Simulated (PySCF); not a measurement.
O2Si2, SMILES o1[si]2o[si]1=2. Geometry: B3LYP-D3(BJ)/def2-SVP.

Method: B3LYP-D3(BJ)/def2-SVP in PySCF.

Harmonic wavenumbers (cm⁻¹): 208, 528, 547, 768, 807, 842. Rotational constants (GHz): 11.34, 5.727, 3.805; symmetry number 4.

Problem. Work out the zero-point energy and the ideal-gas rigid-rotor harmonic-oscillator thermochemistry at 298.15 K and 1 atm.

Solution. ZPE = ½ Σ hcν = ½ × 3701 cm⁻¹ = 5.29 kcal/mol. H − E(el) = 8.40 kcal/mol. Entropy in cal/(mol K): translation 39.34, rotation 21.92, vibration 3.82, total 65.08. G − E(el) = -11.01 kcal/mol. Cp = 14.04 cal/(mol K).
